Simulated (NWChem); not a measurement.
GeNH₃F₂; SMILES [NH2][GeH]([F])[F]

```xyz
7

Ge    -0.0507     0.2406     0.0000
N      1.6177    -0.4186     0.0000
F     -0.8241    -0.4167    -1.3975
F     -0.8241    -0.4167     1.3975
H     -0.3460     1.7415     0.0000
H      2.1747    -0.2980    -0.8390
H      2.1747    -0.2980     0.8390
```
Atoms are numbered in this order, from 1.

This is a stationary point of PBE0/def2-SVP (NWChem), point group Cs. 

Is it a minimum? If not, what does it relax to?

No. It has an imaginary frequency of 86i cm⁻¹. Following that mode (on a finer grid) lowers the energy by 1.7 kcal/mol and ends, with real frequencies alone, at point group C1:
```xyz
7

Ge    -0.0218     0.3055    -0.0270
N      1.7106    -0.0995    -0.2522
F     -0.8432    -0.2391    -1.4436
F     -0.7810    -0.6171     1.2315
H     -0.2941     1.7811     0.2346
H      1.9240    -1.0663    -0.4796
H      2.3594     0.2545     0.4438
```
